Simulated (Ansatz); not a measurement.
`C=N[SiH](O)[SiH3]` + H–F → `O[SiH](F)[SiH3]` + `C=N` at 700 K and 1 bar (ligand exchange at the Si–N bond).

Isolated molecules relaxed with PBE0-D4/def2-TZVP in Ansatz; ΔE leaves out vibrations. CBS: MP2 limit from def2 TZ/QZ plus the TZ coupled-cluster correction, frozen cores. This one scheme is used for every species. One conformer a species, not always the lowest.

| species | CCSD(T)/CBS energy (Eh) | H − E (kJ/mol) | S (J/(mol·K)) |
| --- | --- | --- | --- |
| `C=N[SiH](O)[SiH3]` | -750.32891 | 299.7 | 515.4 |
| H–F | -100.39570 | 45.2 | 198.5 |
| `O[SiH](F)[SiH3]` | -756.23815 | 208.1 | 452.3 |
| `C=N` | -94.52360 | 135.6 | 268.6 |

H − E and S are ideal-gas, rigid-rotor, harmonic terms from PBE0-D4/def2-TZVP, for one conformer and one mirror image of each species. 1 Eh = 2625.50 kJ/mol, R = 8.31446 J/(mol·K).

**Question.** By hand: ΔE, ΔH, ΔS and ΔG.

**Answer.** ΔE = (-756.23815) + (-94.52360) − (-750.32891) − (-100.39570) = -0.03714 Eh = -97.5 kJ/mol. Δ(H − E) = 208.1 + 135.6 − 299.7 − 45.2 = -1.2, so ΔH = -98.7 kJ/mol. ΔS = 452.3 + 268.6 − 515.4 − 198.5 = 7.0 J/(mol·K). ΔG = -98.7 − 700 × (7.0)/1000 = -103.6 kJ/mol.

**Question.** By hand: the equilibrium constant, and the temperature at which ΔG would vanish if ΔH and ΔS stayed fixed.

**Answer.** log₁₀ K = −ΔG/(RT ln 10) = 7.7. ΔH and −TΔS have one sign here, so there is no such temperature.

The number of gas molecules stays the same, so ΔS is small and ΔH decides. A doubt of 5 kJ/mol in ΔE shifts log₁₀ K by 0.4 here. Other conformers and mirror images would add mixing entropy, several J/(mol·K) or more a flexible species. These are equilibria of isolated gas molecules and say nothing of rates. Largest T1 diagnostic: 0.013 (customary marks: 0.02 for closed shells, 0.045 for open ones).

ΔS is within the doubt of such terms, so its sign, and with it that verdict, could turn.
